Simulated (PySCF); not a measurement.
System: C₃H₇O₂, net charge 1, singlet state. It need not be the lowest isomer of its formula. 
Structure (B3LYP-D3(BJ)/def2-TZVP (Ansatz) minimum search):
```
O
H 1 0.9706
C 1 1.4739 2 112.61
H 3 1.0846 1 105.99 2 178.59
H 3 1.0861 4 110.66 1 -115.35
H 3 1.0866 4 111.27 5 -125.71
C 1 1.7273 2 116.91 3 142.45
O 7 1.1438 1 111.39 2 -152.41
C 7 1.4661 8 142.68 1 176.73
H 9 1.0894 7 107.82 8 -2.20
H 9 1.0911 10 110.45 7 119.87
H 9 1.0923 10 109.70 11 120.47
```
Charge +1, spin multiplicity 1.

Dispersion corrections to the total energy (kcal/mol) from the dftd3 and dftd4 libraries through PySCF: D3(BJ) without and D4 with the three-body term, each with the damping fitted for the functional named.

```
functional  D3(BJ)      D4
----------  ------  ------
LC-wPBE      -4.06       ?
B3LYP            ?   -5.79
HF          -36.28  -14.13
BP86             ?   -4.70
CAM-B3LYP    -3.30   -3.02
TPSSh        -5.15   -4.50
B2GP-PLYP    -2.31   -1.51
```

### Question
Some entries are withheld; supply them.

### Answer

- LC-wPBE, D4: -4.00
- B3LYP, D3(BJ): -7.62
- BP86, D3(BJ): -6.72
